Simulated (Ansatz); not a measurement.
`[SH][Zr]([SH])([SH])[SH]`. Charge 0, multiplicity 1. Zr takes the def2 core potential. The geometry is a stationary point of PBE0-D4/def2-TZVP. It is one conformer, not always the lowest.

```xyz
9

S     1.899    1.377    0.600
Zr    0.000    0.000   -0.001
S    -1.427   -0.266    1.938
S     0.797   -2.157   -0.762
S    -1.271    1.045   -1.778
H     2.174    1.509   -0.715
H    -0.498   -1.093    2.464
H    -0.467   -2.622   -0.653
H    -1.206    2.207   -1.093
```

Q: What is the dipole moment at ωB97M-V/def2-TZVPP? (Best estimate.)

A: Computed: 0.00 D, zero by symmetry or nearly so.

Q: Give the Mulliken charges with ωB97M-V, PBE, r2SCAN in def2-TZVPP. (Best estimate.)

A: Ansatz gave: 
```csv
atom,ωB97M-V,PBE,r2SCAN
S1,-0.26,-0.29,-0.30
Zr2,0.50,0.61,0.70
S3,-0.26,-0.29,-0.30
S4,-0.26,-0.29,-0.30
S5,-0.26,-0.29,-0.30
H6,0.14,0.13,0.13
H7,0.14,0.13,0.13
H8,0.14,0.13,0.13
H9,0.14,0.13,0.13
```
